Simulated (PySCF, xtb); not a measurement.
ClH6NSi2, SMILES N[SiH2][SiH2]Cl. One conformer was computed; it need not be the lowest.

Harmonic wavenumbers (cm⁻¹) from GFN2-xTB (xtb 6.7.1) at its own minimum, in rising order: 16, 89, 167, 180, 362, 393, 442, 500, 533, 583, 614, 670, 715, 761, 817, 822, 893, 1525, 2189, 2219, 2223, 2228, 3468, 3500.

### Question
What does B3LYP-D3(BJ)/def2-SVP in PySCF give at its own minimum? (An estimate is asked for; the answer gives what the named calculation found.)

### Answer
54, 94, 151, 182, 397, 412, 469, 519, 539, 677, 697, 804, 837, 870, 911, 926, 953, 1551, 2201, 2207, 2215, 2220, 3549, 3640. Paired by order, the mean absolute difference is 52 cm⁻¹ and the zero-point energies are 37.0 and 38.7 kcal/mol.
